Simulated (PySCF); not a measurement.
Compound: C8H11N.
Atom-mapped SMILES: `[CH:1]#[C:2][C@@H:3]1[CH2:4][C@@H:5]2[CH2:6][CH2:7][C@H:8]1[NH:9]2`

Probes without a nucleus sit at each ring's centroid and 1 Å off its mean plane on both sides; NICS is minus the shielding there, NICSzz its component along the normal. Level: GIAO PBE0/pcSseg-1 (PySCF, non-relativistic, gas phase) on the GFN2-xTB geometry, one conformer.

Ring bond lengths (Å), with Mayer bond orders in brackets: C3–C4 1.550 (0.99), C4–C5 1.533 (1.01), C5–N9 1.459 (0.98), N9–C8 1.457 (0.98), C8–C3 1.546 (0.97); C5–C6 1.543 (0.99), C6–C7 1.540 (1.02), C7–C8 1.542 (1.00), C8–N9 1.457 (0.98), N9–C5 1.459 (0.98).

Problem. What do the NICS probes read (ppm)?

Solution. 
```json
{"ring": "C3–C4–C5–N9–C8", "type": "5-membered ring with N; formal bonds all single", "NICS(0)": "-10.2", "NICS(1), two faces": "-5.5 / -8.8", "NICS(1)zz, two faces": "-7.3 / -9.9", "rms pucker (Å)": "0.27", "centre to ring atoms, mean (Å)": "1.23"}
{"ring": "C5–C6–C7–C8–N9", "type": "5-membered ring with N; formal bonds all single", "NICS(0)": "-8.5", "NICS(1), two faces": "-8.8 / -4.7", "NICS(1)zz, two faces": "-13.0 / -8.1", "rms pucker (Å)": "0.23", "centre to ring atoms, mean (Å)": "1.24"}
```

Problem. What do they say, and how far can they be read as aromaticity?

Solution. 
- C3–C4–C5–N9–C8: mean NICS(1)zz -8.6 ppm, shielded. C3, C4, C5, C8 have four or more neighbours, so the value isn't read as a sign of a π ring current.
- C5–C6–C7–C8–N9: mean NICS(1)zz -10.5 ppm, shielded. C5, C6, C7, C8 have four or more neighbours; no verdict on aromaticity is drawn. The two faces differ by 4.9 ppm, so no symmetry operation interchanges them.

Problem. How shielded are the nuclei of the rings and their hydrogens (means over atoms taken as equivalent)?

Solution. 
```tsv
atoms	environment	σ isotropic (ppm)
C3	propargylic carbon	153.7
C4	ring CH2 carbon	144.5
C5	sp3 carbon bound to nitrogen	126.7
C6	ring CH2 carbon	152.3
C7	ring CH2 carbon	157.5
C8	sp3 carbon bound to nitrogen	123.3
N9	secondary amine nitrogen	178.0
H on C3	methine hydrogen	28.93
H on C4	methylene hydrogen	30.63
H on C4	methylene hydrogen	29.59
H on C5	methine hydrogen	28.28
H on C6	methylene hydrogen	30.34
H on C6	methylene hydrogen	30.25
H on C7	methylene hydrogen	29.17
```

The list is cut; further classes of hydrogen are left out.
